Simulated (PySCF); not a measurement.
**Choosing a basis for TDDFT**

CH3FOSi.
Bonds: O1–C2 (double), C2–Si3, Si3–F4. Hydrogens: H5 on C2; H6, H7 on Si3.

TDDFT with PBE0 (PySCF), vertical singlets, core orbitals frozen in the response, spherical d and f functions. Isolated species at its PBE0-D3(BJ)/def2-SVP geometry (one conformer only).

```
      basis  functions  diffuse  S1 (eV)  S2 (eV)  S3 (eV)  S4 (eV)  S5 (eV)  LUMO (eV)  α (au)
     6-31G*         66       no     3.30     6.08     7.21     7.69     7.84      -1.60    32.7
   def2-SVP         75       no     3.24     6.17     7.08     7.72     7.79      -1.80    34.4
    6-31+G*         82      yes     3.26     5.80     6.59     6.99     7.14      -2.04    37.7
  def2-SVPD        114      yes     3.21     5.92     6.80     6.93     7.58      -2.13    41.8
aug-cc-pVDZ        123      yes     3.20     5.74     6.40     6.81     6.91      -2.07    42.5
  def2-TZVP        148       no     3.20     5.84     6.89     7.21     7.70      -2.02    39.0
 def2-TZVPD        187      yes     3.18     5.73     6.55     6.87     7.21      -2.10    42.5
aug-cc-pVTZ        257      yes     3.19     5.71     6.39     6.79     6.90      -2.09    42.7
```

Problem. How much do these states and the polarisability depend on the basis?

Solution. States are compared by their number. Against the largest diffuse basis here (aug-cc-pVTZ, itself not a converged limit), sets without diffuse functions differ by up to 0.11 eV in S1 and 0.95 eV in S5; the smaller diffuse sets differ by up to 0.07 and 0.69 eV. State by state, the largest deviation of a set without diffuse functions is S1 0.11, S2 0.46, S3 0.82, S4 0.93, S5 0.95 eV. The same number needn't mean the same state in each row. Against aug-cc-pVTZ the polarisability deviates by -23% in 6-31G*, -19% in def2-SVP, -12% in 6-31+G*, -2% in def2-SVPD, 0% in aug-cc-pVDZ, -9% in def2-TZVP, 0% in def2-TZVPD. A single + in a Pople set puts diffuse functions on heavy atoms only.
